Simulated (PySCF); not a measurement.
triflic acid (CHF3O3S), singlet, at a GFN2-xTB geometry; DF-CAMB3LYP/STO-3G run with PySCF.

PySCF was given this input:
```python
from pyscf import gto, scf, dft

mol = gto.Mole()
mol.atom = '''
    O     1.414698   -0.497799   -1.061696
    S     0.808867    0.301040    0.163117
    O     1.270347   -0.283021    1.371736
    O     0.905990    1.688917   -0.072703
    C    -0.973455   -0.208726   -0.064966
    F    -1.732740    0.251544    0.914287
    F    -1.434234    0.230414   -1.223373
    F    -1.016852   -1.538131   -0.060703
    H     1.825020   -1.323504   -0.790665
'''
mol.basis = 'sto-3g'
mol.charge = 0
mol.spin = 0
mol.verbose = 4
mol.build()

mf = dft.RKS(mol)
mf.xc = 'camb3lyp'
mf = mf.density_fit(auxbasis='def2-universal-jkfit')
mf.kernel()
```

It wrote (shortened):

```
PySCF version 2.14.0

[INPUT] verbose = 4
[INPUT] num. atoms = 9
[INPUT] num. electrons = 74
[INPUT] charge = 0
[INPUT] spin (= nelec alpha-beta = 2S) = 0
[INPUT] symmetry False subgroup None
[INPUT] Mole.unit = angstrom
[INPUT] Symbol           X                Y                Z      unit          X                Y                Z       unit  Magmom
[INPUT]  1 O      1.414698000000  -0.497799000000  -1.061696000000 AA    2.673391768970  -0.940703775082  -2.006314667546 Bohr   0.0
[INPUT]  2 S      0.808867000000   0.301040000000   0.163117000000 AA    1.528537101199   0.568883152539   0.308246456261 Bohr   0.0
[INPUT]  3 O      1.270347000000  -0.283021000000   1.371736000000 AA    2.400607913163  -0.534832177501   2.592205355206 Bohr   0.0
[INPUT]  4 O      0.905990000000   1.688917000000  -0.072703000000 AA    1.712072971595   3.191590577122  -0.137388758434 Bohr   0.0
[INPUT]  5 C     -0.973455000000  -0.208726000000  -0.064966000000 AA   -1.839563344588  -0.394434975076  -0.122767947408 Bohr   0.0
[INPUT]  6 F     -1.732740000000   0.251544000000   0.914287000000 AA   -3.274404045079   0.475349268278   1.727752029250 Bohr   0.0
[INPUT]  7 F     -1.434234000000   0.230414000000  -1.223373000000 AA   -2.710309458539   0.435419355266  -2.311839918188 Bohr   0.0
[INPUT]  8 F     -1.016852000000  -1.538131000000  -0.060703000000 AA   -1.921571789216  -2.906646333703  -0.114712044939 Bohr   0.0
[INPUT]  9 H      1.825020000000  -1.323504000000  -0.790665000000 AA    3.448787971854  -2.501060084766  -1.494140306279 Bohr   0.0

nuclear repulsion = 570.166138155802
number of shells = 27
number of NR pGTOs = 135
number of NR cGTOs = 45
basis = sto-3g
ecp = {}

******** <class 'pyscf.df.df_jk.DFRKS'> ********
method = DFRKS
initial guess = minao
damping factor = 0
level_shift factor = 0
DIIS = <class 'pyscf.scf.diis.CDIIS'>
diis_start_cycle = 1
diis_space = 8
diis_damp = 0
SCF conv_tol = 1e-09
SCF conv_tol_grad = None
SCF max_cycles = 50
direct_scf = False
XC library pyscf.dft.libxc version 7.1.2
    S. Lehtola, C. Steigemann, M. J. T. Oliveira, and M. A. L. Marques,  SoftwareX 7, 1–5 (2018)
XC functionals = camb3lyp
    T. Yanai, D. P. Tew, and N. C. Handy,  Chem. Phys. Lett. 393, 51 (2004)
radial grids:
    Treutler-Ahlrichs [JCP 102, 346 (1995); DOI:10.1063/1.469408] (M4) radial grids

becke partition: Becke, JCP 88, 2547 (1988); DOI:10.1063/1.454033
pruning grids: <function nwchem_prune>
grids dens level: 3
symmetrized grids: False
atomic radii adjust function: <function treutler_atomic_radii_adjust>
small_rho_cutoff = 0
Set gradient conv threshold to 3.16228e-05
Initial guess from minao.
tot grids = 127840
******** <class 'pyscf.df.df.DF'> ********
auxbasis = def2-universal-jkfit
Create RSH-DF object <pyscf.df.df.DF object> for omega=0.33
******** <class 'pyscf.df.df.DF'> ********
auxbasis = auxmol.basis = def2-universal-jkfit
init E= -951.462330304082
  HOMO = -0.373320882439311  LUMO = 0.0344822469520055  gap/eV = 11.09689
cycle= 1 E= -948.422494747946  delta_E= 3.04  |g|= 1.33  |ddm|= 4.51
  HOMO = -0.0595579580240727  LUMO = 0.0753495454442615  gap/eV = 3.67102
cycle= 2 E= -948.085520654694  delta_E= 0.337  |g|= 1.76  |ddm|= 4.85
  HOMO = -0.181646270362978  LUMO = 0.184229345459739  gap/eV = 9.95598
cycle= 3 E= -949.018920411373  delta_E= -0.933  |g|= 0.295  |ddm|=  3.2
  HOMO = -0.17758905284428  LUMO = 0.203683114185066  gap/eV = 10.37494
cycle= 4 E= -949.048252173136  delta_E= -0.0293  |g|= 0.0621  |ddm|= 0.574
  HOMO = -0.191542481862153  LUMO = 0.206355549302177  gap/eV = 10.82736
cycle= 5 E= -949.049519842494  delta_E= -0.00127  |g|= 0.02  |ddm|= 0.128
  HOMO = -0.192780762250273  LUMO = 0.207099924110876  gap/eV = 10.88131
cycle= 6 E= -949.049640263957  delta_E= -0.00012  |g|= 0.00945  |ddm|= 0.0449
  HOMO = -0.192665113565712  LUMO = 0.2070168062248  gap/eV = 10.87590
cycle= 7 E= -949.049670238006  delta_E= -3e-05  |g|= 0.00191  |ddm|= 0.0172
  HOMO = -0.192564225753188  LUMO = 0.206954718682856  gap/eV = 10.87146
cycle= 8 E= -949.049672083386  delta_E= -1.85e-06  |g|= 0.000421  |ddm|= 0.00498
  HOMO = -0.192485106863125  LUMO = 0.206970047443821  gap/eV = 10.86973
cycle= 9 E= -949.049672203009  delta_E= -1.2e-07  |g|= 7.32e-05  |ddm|= 0.00141
  HOMO = -0.192495962996095  LUMO = 0.206953053170147  gap/eV = 10.86956
cycle= 10 E= -949.049672208157  delta_E= -5.15e-09  |g|= 1.56e-05  |ddm|= 0.000347
  HOMO = -0.192496076774985  LUMO = 0.206954532120033  gap/eV = 10.86960
cycle= 11 E= -949.049672208289  delta_E= -1.31e-10  |g|= 5.78e-06  |ddm|= 4.58e-05
  HOMO = -0.192495729774994  LUMO = 0.206954630744228  gap/eV = 10.86960
Extra cycle  E= -949.049672208303  delta_E= -1.48e-11  |g|= 3.39e-06  |ddm|= 1.77e-05
converged SCF energy = -949.049672208303
```
